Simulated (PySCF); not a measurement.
# Stretching TeSe

Set-up: Te x2c-TZVPPall, Se x2c-TZVPPall; spin-free X2C with a Gaussian nucleus (PySCF 2.14). Energies in eV from Te + Se in their ground configurations at the same level. State: ³Σ⁻ (triplet), unpaired electrons π ↑↑.

All columns are ωB97X-V. A positive dipole means Te(−)Se(+).

| R (Å) | E (eV) | μ (D) | Mulliken charge on Te (basis-dependent) | HOMO (eV) | LUMO (eV) | Mayer bond order | ⟨S²⟩ |
| --- | --- | --- | --- | --- | --- | --- | --- |
| 2.025 | -1.622 | -0.71 | 0.21 | -7.95 | -1.05 | 2.08 | 2.01 |
| 2.119 | -2.550 | -0.82 | 0.20 | -8.17 | -1.29 | 2.08 | 2.01 |
| 2.214 | -3.031 | -0.91 | 0.20 | -8.37 | -1.52 | 2.07 | 2.01 |
| 2.284 | -3.180 | -0.98 | 0.19 | -8.52 | -1.68 | 2.07 | 2.01 |
| 2.355 | -3.195 | -1.03 | 0.18 | -8.65 | -1.84 | 2.06 | 2.01 |
| 2.426 | -3.109 | -1.08 | 0.16 | -8.78 | -1.99 | 2.06 | 2.01 |
| 2.520 | -2.880 | -1.14 | 0.15 | -8.93 | -2.18 | 2.05 | 2.02 |
| 2.638 | -2.473 | -1.21 | 0.13 | -9.09 | -2.41 | 2.05 | 2.02 |
| 2.779 | -1.888 | -1.26 | 0.11 | -8.83 | -2.65 | 2.04 | 2.02 |
| 2.967 | -1.050 | -1.24 | 0.09 | -8.54 | -2.94 | 2.03 | 2.02 |

A fit through these points gives, at Re = 2.328 Å, μ = -1.01 D and dμ/dR = -0.801 D/Å; the reduced mass is 49.48 u.

**Question.** How strong is the fundamental in the double-harmonic approximation, I = 42.26·(dμ/dR)²/μred km/mol?

**Answer.** I = 42.26·(-0.801)²/49.48 = 0.548 km/mol at ωB97X-V.

Spin–orbit coupling is left out, which matters for elements this heavy, above all for dissociation energies. The state is the lowest determinant that a PBE0 search found; another state may lie lower at other levels.
